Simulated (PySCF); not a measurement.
SrPb at M06

Level: M06. basis Sr def2-SVPD with ECP28, Pb def2-SVPD with ECP60; scalar-relativistic core potentials; PySCF 2.14.

For SrPb, the state is ³Σ⁻ (triplet), unpaired electrons π ↑↑, the bond length is 3.220 Å and the harmonic wavenumber is 116 cm⁻¹. The force constant is 0.494 mdyn/Å and the rotational constant Be is 0.02631 cm⁻¹. The anharmonicity ωexe is 0.366 cm⁻¹ and the vibration–rotation constant αe is 9.64e-05 cm⁻¹. The well depth De to Sr + Pb is 1.19 eV, the dissociation energy D0 is 1.18 eV and the bond order (Mayer) is 1.55. The dipole moment (positive dipole means Sr(−)Pb(+)) is -3.81 D.

Spin–orbit coupling is left out, which matters for elements this heavy, above all for dissociation energies. The state was picked by a PBE0 search and need not be the measured ground state.
